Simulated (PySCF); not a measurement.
F4Te, SMILES F[Te+](F)(F)F, charge +1, multiplicity 2. Coordinates come from a PBE-D3(BJ)/def2-SVP optimisation. The def2 effective core potentials stand for the cores of Te; spin–orbit coupling is left out.

Computed with PySCF with PBE-D3(BJ)/def2-SVP.

Harmonic wavenumbers (cm⁻¹): 104, 109, 183, 194, 211, 543, 553, 675, 684. Rotational constants (GHz): 3.735, 2.573, 2.316; symmetry number 2.

Problem. Work out the zero-point energy and the ideal-gas rigid-rotor harmonic-oscillator thermochemistry at 298.15 K and 1 atm.

Solution. ZPE = ½ Σ hcν = ½ × 3256 cm⁻¹ = 4.65 kcal/mol. H − E(el) = 9.39 kcal/mol. Entropy in cal/(mol K): translation 41.84, rotation 25.69, vibration 14.94, spin 1.38, total 83.85. G − E(el) = -15.61 kcal/mol. Cp = 21.40 cal/(mol K). Modes under 150 cm⁻¹ make the vibrational entropy uncertain.
